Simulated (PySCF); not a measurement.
(OMe)3Si-NH-SiH3, C₃H₁₃NO₃Si₂.
Z-matrix (Å and degrees, PBE0-D3(BJ)/def2-SVP geometry), rows numbered from 1:
```
Si
O   1  1.6448
C   2  1.4034  1  124.59
O   1  1.6528  2  115.04  3   -74.35
C   4  1.4005  1  125.07  2   -67.95
O   1  1.6460  2  106.62  3    40.92
C   6  1.4000  1  126.39  2  -165.55
N   1  1.7185  2  104.40  3   165.09
Si  8  1.7382  1  128.91  2   172.33
H   3  1.1006  2  108.68  1  -167.73
H   3  1.1029  2  111.60  1   -47.93
H   3  1.1043  2  111.54  1    73.22
H   5  1.1006  4  108.92  1  -165.26
H   5  1.1049  4  112.14  1   -45.54
H   5  1.1040  4  111.50  1    75.40
H   7  1.1054  6  111.53  1   -76.42
H   7  1.1009  6  108.85  1   164.77
H   7  1.1033  6  111.75  1    44.93
H   8  1.0171  1  113.17  2   -17.28
H   9  1.4925  8  106.98  1    -7.02
H   9  1.4968  8  112.46  1   112.67
H   9  1.4970  8  111.88  1  -126.51
```

The closed-shell ground state was solved at several levels (PySCF, density fitting, gas phase, non-relativistic).

```tsv
level	basis functions	HOMO (eV)	LUMO (eV)	gap (eV)	dipole (D)
PBE0/pcSseg-1	232	-7.49	0.49	7.98	0.51
KT2/pcSseg-1	232	-6.14	-0.59	5.55	0.47
```

Q: Estimate the row for CAM-B3LYP/def2-SVPD, a basis of 301 functions; the other rows only guide the guess.

A: HOMO -8.95 eV, LUMO 0.92 eV, gap 9.87 eV, dipole 0.48 D.

Q: Over all these levels, which gives the widest orbital gap and which the narrowest?

A: CAM-B3LYP/def2-SVPD (range-separated hybrid) has the widest, 9.87 eV, and KT2/pcSseg-1 (GGA) the narrowest, 5.55 eV. Functional and basis both differ between the two, so the spread mixes both effects.

Q: How far do the dipole and the HOMO energy spread over the levels?

A: The dipole runs from 0.47 to 0.51 D (mean 0.49 D) and the HOMO from -8.95 to -6.14 eV.

One conformer stands for the species.
